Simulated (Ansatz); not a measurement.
Gas-phase electronic energies from Ansatz, PBE0-D4/def2-TZVP geometries. CCSD(T)/CBS adds triple-zeta CCSD(T) − MP2 to the extrapolated MP2 energy (def2 sets, frozen cores). DFT in def2-TZVPP. One conformer a species, not always the lowest.

Reaction (redistribution): `O[SiH2]N[SiH](O)F` + `CO[SiH2]N[SiH2]F` → `CO[SiH2]N[SiH2]O` + `O[SiH](F)N[SiH2]F`

| level | ΔE (kcal/mol) |
| --- | --- |
| ωB97M-V | 0.3 |
| PBE0 | 1.3 |
| CCSD(T)/def2-TZVPP | 0.4 |
| HF/CBS(def2) | 2.5 |

Question: What does CCSD(T)/CBS give? (Estimate.)

Answer: Computed: +0.4 kcal/mol. The listed levels differ from it by -0.1, 0.9, 0.0, 2.1 kcal/mol.

Largest T1 diagnostic among the species: 0.012.

The D4 term adds −1.5 kcal/mol with B3LYP and −0.9 kcal/mol with PBE0; it sums over pairs of atoms, weighted by their polarisabilities, and B3LYP, whose exchange is more repulsive, gets the larger term. In def2-TZVPP, CCSD(T) changes the Hartree–Fock value by −2.0 kcal/mol (the triples alone add −0.4 kcal/mol) and MP2 by −2.0 kcal/mol.

B3LYP here is the variant with VWN-RPA as its local correlation; programs differ in this.
